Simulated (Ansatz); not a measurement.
Gas-phase reaction in SMILES: C[Si](C)(C)C -> [CH2][Si](C)(C)C + H atom (the C-H bond at the site shown breaks; other sites are not compared here)
Each molecule is optimised on its own at B3LYP-D3(BJ)/def2-TZVP (Ansatz, a quantum-chemistry and plane-wave program), one conformer each, not searched for the lowest. Frequencies are from Ansatz.
Geometry of the first species:
SMILES: C[Si](C)(C)C
```xyz
17

Si     0.0000     0.0000     0.0000
C     -1.1396    -0.5879     1.3747
C      1.1691     1.3098     0.6723
C      0.9968    -1.4542    -0.6525
C     -1.0263     0.7324    -1.3945
H     -0.5712    -1.0198     2.2018
H     -1.7338     0.2368     1.7754
H     -1.8328    -1.3516     1.0140
H      1.7807     0.9134     1.4863
H      1.8458     1.6721    -0.1051
H      0.6181     2.1700     1.0599
H      1.6052    -1.9023     0.1367
H      0.3436    -2.2341    -1.0511
H      1.6704    -1.1436    -1.4547
H     -1.7173    -0.0066    -1.8069
H     -1.6183     1.5818    -1.0456
H     -0.3905     1.0839    -2.2106
```
Charge 0, spin multiplicity 1.

Quantity: bond dissociation energy (0 K, with B3LYP-D3(BJ) harmonic zero-point energies), in kJ/mol. Valence correlation only, unless marked. UHF or UKS for open shells. No spin-orbit coupling. No relativistic terms. CBS(X,Y): correlation extrapolated as X^-3; Hartree-Fock from the larger set. The bracket is a focal-point correction in the basis named.

RI-MP2/CBS(cc-pV(T+d)Z,cc-pV(Q+d)Z)+[CCSD(T)-MP2]/cc-pV(T+d)Z (Ansatz) gives 419.1 kJ/mol.

Problem. Another calculation gave 400.2 kJ/mol. Which level was it?
A. wB97X-V/def2-TZVPD (Ansatz)
B. BHLYP/def2-TZVPD (Ansatz)
C. SVWN5/def2-TZVPD (Ansatz)

Solution. B, BHLYP/def2-TZVPD (Ansatz). The others give 414.8 (wB97X-V), 456.4 (SVWN5) kJ/mol.
